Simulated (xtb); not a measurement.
InF2I, SMILES [F][In]([F])[I]. All values are semi-empirical tight-binding results from xtb (GFN2-xTB unless named), good for trends rather than for accurate numbers. The structure is a stationary point at GFN2-xTB.

Optimised geometry:

Bond lengths (Å): In1–F2 1.965, In1–F3 1.965, In1–I4 2.678. Angles (°): F2–In1–F3 115.6, F2–In1–I4 122.2, F3–In1–I4 122.2.
Charge 0, spin multiplicity 1.

For metal compounds this method's bond lengths and energies can be far off.

```json
{
  "point_group_as_xtb_finds_it": "C2v",
  "orbital_gap": "2.37 eV",
  "zero_point_energy": "1.6 kcal/mol",
  "G − E(el) at 298.15 K (modified RRHO)": "-19.5 kcal/mol"
}
```

Give the atomic charges and the Wiberg bond orders between heavy atoms. (An estimate is asked for; the answer gives what the named calculation found.)

charges (e) In1 0.44, F2 -0.26, F3 -0.26, I4 0.07. Bond orders In1–F2 0.95, In1–F3 0.95, In1–I4 1.00.
